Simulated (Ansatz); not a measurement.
Reaction (formal exchange of groups at the Si–C bond): `OC[SiH2][SiH3]` + `[SiH3][SiH2][GeH3]` → `[SiH3][SiH2][GeH2][SiH2][SiH3]` + CH₃OH

Program: Ansatz. Geometries: PBE0-D4/def2-TZVP. ΔE: electronic, gas phase. CCSD(T)/CBS is the MP2 limit (def2-TZVPP, def2-QZVPP) plus CCSD(T) − MP2 in def2-TZVPP, frozen cores. This one scheme is used for every species. Functionals use def2-TZVPP. B3LYP here is the variant with VWN-RPA as its local correlation; programs differ in this. For Ge outer-core shells are correlated without core-valence functions, which leaves a few kJ/mol of doubt a bond. Scalar relativity is left out up to krypton. One conformer a species, not always the lowest.

| level | ΔE (kcal/mol) | difference from CCSD(T)/CBS |
| --- | --- | --- |
| PBE0-D4 | -13.7 | -0.7 |
| B3LYP-D4 | -12.7 | 0.3 |
| ωB97M-V | -11.4 | 1.6 |
| B2PLYP | -10.9 | 2.1 |
| SCS-MP2/def2-TZVPP | -12.0 | 1.0 |
| CCSD/def2-TZVPP | -12.1 | 0.9 |
| CCSD(T)/def2-TZVPP | -12.5 | 0.5 |
| HF/def2-QZVPP | -9.2 | 3.8 |
| HF/CBS(def2) | -9.2 | 3.8 |
| MP2/CBS(def2) | -13.6 | -0.6 |
| CCSD(T)/CBS | -13.0 | 0 |

Largest T1 diagnostic among the species: 0.013.

The D4 term adds −3.0 kcal/mol with B3LYP and −1.9 kcal/mol with PBE0; it sums over pairs of atoms, weighted by their polarisabilities, and B3LYP, whose exchange is more repulsive, gets the larger term. In def2-TZVPP, CCSD(T) changes the Hartree–Fock value by −3.0 kcal/mol (the triples alone add −0.4 kcal/mol) and MP2 by −3.6 kcal/mol.
